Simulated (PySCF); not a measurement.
Si(F)(Et)2(Vi), SMILES C=C[Si](F)(CC)CC, GFN2-xTB optimised geometry.

```
21

C     -1.25    -1.72    -1.87
C     -0.05    -1.24    -1.59
Si     0.44    -0.36     0.00
F      2.07    -0.36     0.00
C     -0.10    -1.30     1.57
C      0.29    -2.77     1.54
C     -0.10     1.47     0.00
C      0.32     2.23     1.26
H     -1.47    -2.23    -2.80
H     -2.07    -1.64    -1.17
H      0.74    -1.36    -2.33
H     -1.18    -1.22     1.70
H      0.35    -0.83     2.44
H     -0.19    -3.28     0.70
H      1.37    -2.88     1.43
H     -0.02    -3.27     2.46
H     -1.18     1.55    -0.12
H      0.34     1.97    -0.87
H      0.04     3.28     1.19
H     -0.16     1.81     2.14
H      1.39     2.17     1.40
```

Density from PBE0/def2-SVP (PySCF) at that geometry.

Minimum of the electron density along straight lines between bonded atoms, close to the bond critical point (lines longer than 1.1 times the sum of covalent radii, or with two minima, are not listed):

```json
[
 {"bond": "C1–C2", "length / Å": "1.324", "ρ at the minimum / e bohr⁻³": "0.342", "∇²ρ there / e bohr⁻⁵": "-0.91", "position (fraction from the first atom)": "0.51"},
 {"bond": "C2–Si3", "length / Å": "1.884", "ρ at the minimum / e bohr⁻³": "0.115", "∇²ρ there / e bohr⁻⁵": "0.34", "position (fraction from the first atom)": "0.62"},
 {"bond": "Si3–F4", "length / Å": "1.632", "ρ at the minimum / e bohr⁻³": "0.112", "∇²ρ there / e bohr⁻⁵": "0.98", "position (fraction from the first atom)": "0.42"},
 {"bond": "Si3–C5", "length / Å": "1.904", "ρ at the minimum / e bohr⁻³": "0.114", "∇²ρ there / e bohr⁻⁵": "0.29", "position (fraction from the first atom)": "0.38"},
 {"bond": "C5–C6", "length / Å": "1.527", "ρ at the minimum / e bohr⁻³": "0.238", "∇²ρ there / e bohr⁻⁵": "-0.52", "position (fraction from the first atom)": "0.50"},
 {"bond": "Si3–C7", "length / Å": "1.905", "ρ at the minimum / e bohr⁻³": "0.114", "∇²ρ there / e bohr⁻⁵": "0.29", "position (fraction from the first atom)": "0.38"},
 {"bond": "C7–C8", "length / Å": "1.527", "ρ at the minimum / e bohr⁻³": "0.238", "∇²ρ there / e bohr⁻⁵": "-0.52", "position (fraction from the first atom)": "0.50"},
 {"bond": "C1–H9", "length / Å": "1.079", "ρ at the minimum / e bohr⁻³": "0.283", "∇²ρ there / e bohr⁻⁵": "-1.09", "position (fraction from the first atom)": "0.63"},
 {"bond": "C1–H10", "length / Å": "1.078", "ρ at the minimum / e bohr⁻³": "0.284", "∇²ρ there / e bohr⁻⁵": "-1.08", "position (fraction from the first atom)": "0.63"},
 {"bond": "C2–H11", "length / Å": "1.083", "ρ at the minimum / e bohr⁻³": "0.277", "∇²ρ there / e bohr⁻⁵": "-1.03", "position (fraction from the first atom)": "0.63"},
 {"bond": "C5–H12", "length / Å": "1.091", "ρ at the minimum / e bohr⁻³": "0.271", "∇²ρ there / e bohr⁻⁵": "-0.95", "position (fraction from the first atom)": "0.62"},
 {"bond": "C5–H13", "length / Å": "1.091", "ρ at the minimum / e bohr⁻³": "0.271", "∇²ρ there / e bohr⁻⁵": "-0.96", "position (fraction from the first atom)": "0.62"},
 {"bond": "C6–H14", "length / Å": "1.088", "ρ at the minimum / e bohr⁻³": "0.277", "∇²ρ there / e bohr⁻⁵": "-1.02", "position (fraction from the first atom)": "0.63"},
 {"bond": "C6–H15", "length / Å": "1.087", "ρ at the minimum / e bohr⁻³": "0.278", "∇²ρ there / e bohr⁻⁵": "-1.02", "position (fraction from the first atom)": "0.63"},
 {"bond": "C6–H16", "length / Å": "1.089", "ρ at the minimum / e bohr⁻³": "0.276", "∇²ρ there / e bohr⁻⁵": "-1.00", "position (fraction from the first atom)": "0.62"},
 {"bond": "C7–H17", "length / Å": "1.090", "ρ at the minimum / e bohr⁻³": "0.271", "∇²ρ there / e bohr⁻⁵": "-0.95", "position (fraction from the first atom)": "0.62"},
 {"bond": "C7–H18", "length / Å": "1.091", "ρ at the minimum / e bohr⁻³": "0.271", "∇²ρ there / e bohr⁻⁵": "-0.96", "position (fraction from the first atom)": "0.62"},
 {"bond": "C8–H19", "length / Å": "1.089", "ρ at the minimum / e bohr⁻³": "0.276", "∇²ρ there / e bohr⁻⁵": "-1.00", "position (fraction from the first atom)": "0.62"},
 {"bond": "C8–H20", "length / Å": "1.087", "ρ at the minimum / e bohr⁻³": "0.277", "∇²ρ there / e bohr⁻⁵": "-1.01", "position (fraction from the first atom)": "0.62"},
 {"bond": "C8–H21", "length / Å": "1.087", "ρ at the minimum / e bohr⁻³": "0.278", "∇²ρ there / e bohr⁻⁵": "-1.02", "position (fraction from the first atom)": "0.63"}
]
```
